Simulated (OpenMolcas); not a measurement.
An OpenMolcas run meant for Tm2+ (ANO-RCC-VQZP, DKH2; inactive shells 1s 2s 2p 3s 3p 3d 4s 4p 4d 5s 5p; intended active space 13 electrons in 7 orbitals (4f)). One step of its input:

```
&RASSCF
FileOrb=start.orb
Symmetry=2
Spin=3
nActEl=13 0 0
Inactive=15 12
Ras2=0 7
CIRoot=7 7 1
SDav=7
CIMx=300
Iter=76 100
PrWF=0.3
OrbListing=Nothing
MaxOrb=0
Atom
>>> COPY $Project.JobIph JOB001
```

Lines from the output:

```
--- SEWARD ---
Basis set label: TM.ANO-RCC...9S8P6D4F3G2H.

      Electronic valence basis set:
      ------------------
      Associated Effective Charge  69.000000 au
      Associated Actual Charge     69.000000 au
      Nuclear Model: Point charge

      Shell  nPrim  nBasis  Cartesian Spherical Contaminant
         s      25       9        X
         p      22       8        X
         d      15       6                 X
         f      11       4                 X
         g       4       3                 X
         h       2       2                 X
                  Relativistic Douglas-Kroll-Hess integrals:
                    - DKH order of Hamiltonian: 2
                    - DKH order of Properties : 0
                  Atomic mean-field integrals
--- RASSCF ---

 Nr of active orbitals     NAC=   7
 Spin degeneracy         ISPIN=   3
 There can be no such wave function.
 ************************************************
--- Stop Module: rasscf at  /rc=_RC_INPUT_ERROR_ ---
.####################.
.# User input error #.
.####################.
```

**Question.** What is wrong with the input?

**Answer.** The spin multiplicity does not fit the number of active electrons: an even count needs an odd multiplicity and the reverse.
